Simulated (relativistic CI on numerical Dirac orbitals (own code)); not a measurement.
Ru2+: resonant inelastic scattering at the L2,3 edge

Computed with this model: Dirac-Coulomb-Breit CI, orbitals from a KLI potential per configuration, QED by a radiative potential, valence Slater integrals scaled by 0.8, Kramers-Heisenberg scattering through one core-hole configuration in a parametric crystal field; configurations [Kr] 4d6 → [He] 2s2 2p5 3s2 3p6 3d10 4s2 4p6 4d7; 10 K; core-hole width 2.4 eV; summed over polarisations. Incident energies are the highest absorption maxima for each field (at most a few, so the weaker spin-orbit partner edge can be absent), on the computed scale of the free ion. Intensities are in per cent of the strongest line above 0.02 eV; levels within 1 cm⁻¹ are merged; final levels count from the ground level, the first row holds all elastic scattering, lines under 0.4 are left out and each table stops after 24 rows. The scale of the Slater integrals is a model choice and moves the terms in proportion.

Field parameters in Wybourne normalisation: D3d B²₀ = −7Dσ, B⁴₀ = −14Dq − 21Dτ, B⁴₃ = −14√(10/7) Dq. The field is a parameter set, without covalency.

S is read from ⟨S²⟩ = S(S + 1).

D3d, 10Dq = 25650, Dσ = -1200, Dτ = -230 cm⁻¹:

```
Final level (eV)  Degeneracy  Irrep     S  2841.2 eV  2970.2 eV
           0.000           1     A1  0.04      426.1       58.7
           1.917           2      E  1.01        9.4        8.2
           1.921           2      E  1.02        2.0        1.3
           1.937           1     A2  1.03        2.5        0.3
           1.942           1     A1  1.02       15.0       12.9
           2.320           2      E  1.03        7.3        2.4
           2.345           1     A1  1.03       15.0       13.8
           2.593           2      E  0.74      100.0        0.6
           2.713           2      E  0.99       22.6       17.8
           2.749           1     A2  1.10       23.4        3.0
           2.782           2      E  0.70       31.6       34.1
           2.797           1     A1  1.11       11.0        9.5
           2.844           2      E  1.31       10.7       18.1
           2.866           1     A2  1.08        3.3        0.1
           3.006           2      E  1.81        2.4        3.1
           3.019           1     A2  1.70       14.8        1.6
           3.052           2      E  1.90        1.1        1.9
           3.116           1     A2  0.71       25.0       15.9
           3.129           1     A2  1.90        0.5        1.2
           4.005           2      E  0.04       41.0        9.1
           4.125           1     A1  0.04       17.9        3.6
           5.132           2      E  1.00        0.6        0.1
           5.617           2         0.19        2.5        0.2
           5.711           2         0.86        0.7        0.1
```

D3d, 10Dq = 25650, Dσ = -860, Dτ = -230 cm⁻¹:

```
Final level (eV)  Degeneracy  Irrep     S  2841.2 eV  2970.2 eV
           0.000           1     A1  0.03      487.1       67.3
           1.955           2      E  1.01       10.1        8.6
           1.960           2      E  1.02        2.5        1.6
           1.982           1     A2  1.03        3.0        0.3
           1.983           1     A1  1.02       15.3       13.2
           2.283           2      E  1.03        7.1        2.5
           2.309           1     A1  1.03       19.3       17.6
           2.592           2      E  0.83      100.0        0.8
           2.697           2      E  1.01       25.4       20.5
           2.726           1     A2  1.05       28.0        3.2
           2.775           1     A1  1.08       12.5       10.7
           2.793           2      E  0.68       51.8       33.9
           2.841           2      E  1.11       15.3       29.1
           2.852           1     A2  1.03        5.4        0.0
           3.029           1     A2  1.27       31.7        9.4
           3.030           2      E  1.87        1.8        2.3
           3.082           2      E  1.94        0.6        1.3
           3.095           1     A2  1.30       12.8       12.4
           3.983           2      E  0.04       45.0        9.9
           4.117           1     A1  0.04       20.8        4.3
           5.172           2      E  1.00        0.7        0.1
           5.635           2         0.85        1.7        0.1
           5.698           2         0.53        1.5        0.3
           5.739           1         0.67        0.8        0.1
```

For the first field the strongest loss at the lowest incident energy is the level at 2.59 eV (S = 0.74, against 0.04 in the thermal ground state). Levels of other spin, the first over 8 % at 1.92 eV, appear because spin-orbit coupling of the core hole, and in heavier ions of the valence shell too, mixes spins.
